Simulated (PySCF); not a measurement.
## Static response to an electric field

(H2B-mu-NHMe)3, C3H18B3N3.
Structure used (PBE0-D3(BJ)/def2-SVP), in Å, numbered top down from 1:
```xyz
27
C3H18B3N3 angstrom
B      0.842   -0.137    1.149
H      0.566   -1.162    1.749
H      1.754    0.494    1.681
N     -0.441    0.785    1.096
C     -0.909    1.057    2.461
B     -1.635    0.233    0.224
H     -2.498    1.105    0.137
H     -2.050   -0.794    0.732
N     -1.092   -0.100   -1.227
C     -0.905    1.082   -2.076
B      0.135   -1.101   -1.236
H     -0.227   -2.167   -0.770
H      0.559   -1.199   -2.386
N      1.278   -0.511   -0.322
C      2.407   -1.449   -0.276
H     -0.160    1.689    0.712
H     -1.761    1.751    2.443
H     -0.094    1.476    3.069
H     -1.234    0.111    2.913
H     -1.847   -0.650   -1.639
H     -0.106    1.719   -1.666
H     -1.823    1.685   -2.112
H     -0.605    0.788   -3.092
H      1.637    0.335   -0.770
H      3.227   -1.033    0.327
H      2.763   -1.672   -1.292
H      2.066   -2.382    0.191
```

Level: CAM-B3LYP/def2-SVPD (PySCF), static field, nuclei fixed, core orbitals frozen in the response. The polarisability tensor in these axes (au):

```
x   108.12  -7.76  -0.46
y    -7.76 100.73   3.06
z    -0.46   3.06 110.99
```

**Question.** What are the eigenvalues, a third of the trace, and Δα (Δα² = ½Σ(αi − αj)² over the three pairs)?

**Answer.** Principal values 95.47, 110.01 and 114.35 au; mean 106.61 au = 15.80 Å³ = 17.58 × 10⁻⁴⁰ C²·m²/J; Δα = 17.13 au (16 % of the mean).

**Question.** What is the dipole moment, and where does it point?

**Answer.** (0.98, 3.14, -1.69) D, 3.70 D in size, pointing from the negative to the positive side. Measured along this direction, the outermost atoms are H2, H27, H19, H8 and 1 more at the negative end and H21 at the positive end.

**Question.** In TDDFT the mean static polarisability is Σ f/ω² over all singlet excitations (ω in hartree). How much of it do the 10 lowest give? Their energies (eV) and oscillator strengths: 7.05, 0.0263; 7.20, 0.0158; 7.55, 0.0008; 7.63, 0.0244; 7.91, 0.0245; 8.06, 0.0026; 8.18, 0.0128; 8.25, 0.0001; 8.31, 0.0620; 8.38, 0.0015.

**Answer.** They add up to 2.08 au, 2.0 % of the 106.61 au; the largest single term is 0.66 au, from the state at 8.31 eV. Terms in order: 0.39, 0.23, 0.01, 0.31, 0.29, 0.03, 0.14, 0.00, 0.66, 0.02 au. Higher excitations give the rest. The strengths listed sum to 0.171.

**Question.** Find the Langevin capture rate constant for H3O+ (19.018 u) meeting this molecule (129.178 u), k = 2.342 × 10⁻⁹ cm³/s × √(α in Å³ / reduced mass in u).

**Answer.** The reduced mass is 16.58 u, so k = 2.29 × 10⁻⁹ cm³/s. The formula leaves out the permanent dipole, which adds to the capture rate.

**Question.** Directions of the eigenvectors, and the extent of the frame along each?

**Answer.** Largest value along (0.67, -0.50, -0.55), where the nuclei span 6.79 Å; middle along (0.54, -0.18, 0.82), 5.27 Å; least along (0.51, 0.85, -0.15), 3.48 Å. The response follows the extents in order.

One conformer (not necessarily the lowest) at the PBE0-D3(BJ)/def2-SVP geometry, without solvent, vibrations or thermal averaging.
